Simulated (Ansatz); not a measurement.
Computed with Ansatz on PBE0-D4/def2-TZVP structures; ΔE is electronic, products minus reactants. CBS: MP2 limit from def2 TZ/QZ plus the TZ coupled-cluster correction, frozen cores. This one scheme is used for every species. One conformer a species, not always the lowest.

`NB(O)CF` + SiH₄ → `NB([SiH3])CF` + H₂O  (formal exchange of groups at a B–O bond)

```json
{"level": "CCSD/def2-TZVPP", "ΔE (eV)": "1.32"}
{"level": "SCS-MP2/def2-QZVPP", "ΔE (eV)": "1.32"}
```

(1) What does CCSD(T)/CBS give? (Estimate.)

Largest T1 diagnostic among the species: 0.013.

Answers

(1) Ansatz gave: +1.23 eV. The listed levels differ from it by 0.09, 0.09 eV.

From PBE to PBE0 (25 % exact exchange), in def2-TZVPP and without D4, ΔE moves by +0.06 eV. In def2-TZVPP, CCSD(T) changes the Hartree–Fock value by −0.30 eV (the triples alone add −0.04 eV) and MP2 by −0.27 eV. The D4 term adds −0.06 eV with B3LYP and −0.03 eV with PBE0; it sums over pairs of atoms, weighted by their polarisabilities, and B3LYP, whose exchange is more repulsive, gets the larger term.

B3LYP here is the variant with VWN-RPA as its local correlation; programs differ in this.
